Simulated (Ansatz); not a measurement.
Mulliken charges of CH$_{6}$FNSn (`[CH3][SnH]([NH2])[F]`) from PBE/def2-TZVPP in Ansatz (PBE0-D4/def2-TZVP geometry).

| atom | x (Å) | y (Å) | z (Å) | charge (e) |
| --- | --- | --- | --- | --- |
| C1 | -1.023 | 1.187 | 0.306 | -0.584 |
| Sn2 | -0.013 | -0.424 | -0.633 | 1.045 |
| N3 | 1.522 | -1.085 | 0.466 | -0.548 |
| F4 | -1.309 | -1.855 | -0.593 | -0.470 |
| H5 | -1.191 | 0.935 | 1.353 | 0.132 |
| H6 | -0.432 | 2.101 | 0.243 | 0.129 |
| H7 | -1.985 | 1.342 | -0.181 | 0.138 |
| H8 | 0.413 | -0.329 | -2.280 | -0.134 |
| H9 | 1.720 | -0.611 | 1.333 | 0.144 |
| H10 | 2.382 | -1.312 | -0.010 | 0.149 |

Q: By hand: the dipole of these point charges (1 e Å = 4.8032 D).

A: Σ q r = (0.425, 0.670, -0.136) e Å, of length 0.805 e Å = 3.87 D.

Q: How does the dipole of the full density compare? (Best estimate.)

A: Computed: (0.421, 0.663, 0.077) e Å, 3.79 D; the point charges give 1.02 times that, at 15° from its direction.

Point charges leave out the atoms' own dipoles, such as those of lone pairs, and Mulliken's split depends on the basis, so the close match here is no proof of good charges.
